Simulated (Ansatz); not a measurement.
`[CH3][Y]([OH])[OH]` and `[CH3][Y]([CH3])[OH]` differ in one atom or group.

Ansatz, PBE0-D4/def2-TZVP geometries, multiplicity 1. Each molecule was computed in one conformer, which needn't be the lowest.

Elements past krypton have def2 core potentials.

```tsv
property	`[CH3][Y]([OH])[OH]`
HOMO–LUMO gap (ωB97M-V/def2-TZVPP) / eV	8.21
HOMO energy (ωB97M-V/def2-TZVPP) / eV	-8.51
LUMO energy (ωB97M-V/def2-TZVPP) / eV	-0.30
ideal-gas entropy at 298 K and 1 bar (rigid rotor, harmonic PBE0-D4/def2-TZVP) / J/(mol·K)	389
HOMO energy (B3LYP/def2-TZVPP) / eV	-6.01
zero-point energy (PBE0-D4/def2-TZVP) / kJ/mol	151.8
```

(1) Give the same properties after the change, and the shifts. (Estimate.)

## Answers

(1) The calculation gave: 
```tsv
property	`[CH3][Y]([CH3])[OH]`	shift
HOMO–LUMO gap (ωB97M-V/def2-TZVPP) / eV	7.81	-0.40
HOMO energy (ωB97M-V/def2-TZVPP) / eV	-8.43	0.08
LUMO energy (ωB97M-V/def2-TZVPP) / eV	-0.62	-0.32
ideal-gas entropy at 298 K and 1 bar (rigid rotor, harmonic PBE0-D4/def2-TZVP) / J/(mol·K)	418	29
HOMO energy (B3LYP/def2-TZVPP) / eV	-5.96	0.05
zero-point energy (PBE0-D4/def2-TZVP) / kJ/mol	205.4	53.6
```

With PBE0 the HOMO rises by 0.06 eV and the LUMO falls by 0.16 eV, so the gap narrows by about 0.22 eV. PBE moves the HOMO by 0.04 eV and ωB97M-V by 0.08 eV. The zero-point energy changes by 53.6 kJ/mol with +6 modes. Modes under 60 cm⁻¹, often nearly free rotors, make the harmonic entropy too high.

B3LYP here is the variant with VWN-RPA as its local correlation; programs differ in this.
